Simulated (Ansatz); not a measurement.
`FC1=C[C@@H](F)[C@H](F)C1` at its PBE0-D4/def2-TZVP geometry, where that method's forces vanish. The species carries charge 0 and has multiplicity 1.

```xyz
13

F    -2.3908    0.1184   -1.1079
C    -1.2302    0.0029   -0.4800
C    -1.0510   -0.5403    0.7162
C     0.3949   -0.5101    1.0554
F     0.9348   -1.7947    1.0393
C     1.0473    0.3367   -0.0507
F     1.3758    1.5755    0.4695
C     0.0001    0.5070   -1.1476
H    -1.8191   -0.9652    1.3460
H     0.6233   -0.0857    2.0368
H     1.9699   -0.1361   -0.3927
H    -0.0807    1.5585   -1.4329
H     0.2258   -0.0668   -2.0513
```

Question: What forces (eV/Å) does B3LYP-D4/def2-TZVPP give on these atoms in Ansatz 0.2.0? (Estimate.)

Answer: Computed: 
```
F1  -0.387  0.036 -0.205
C2   0.170 -0.069  0.189
C3  -0.192 -0.054  0.067
C4  -0.072  0.326  0.267
F5   0.171 -0.404  0.005
C6   0.209 -0.334 -0.175
F7   0.118  0.387  0.159
C8   0.001  0.106 -0.262
H9   0.056  0.030 -0.045
H10 -0.014 -0.045 -0.063
H11 -0.061  0.046  0.023
H12  0.007 -0.063  0.000
H13 -0.006  0.039  0.041
```

B3LYP here is the variant with VWN-RPA as its local correlation; programs differ in this.
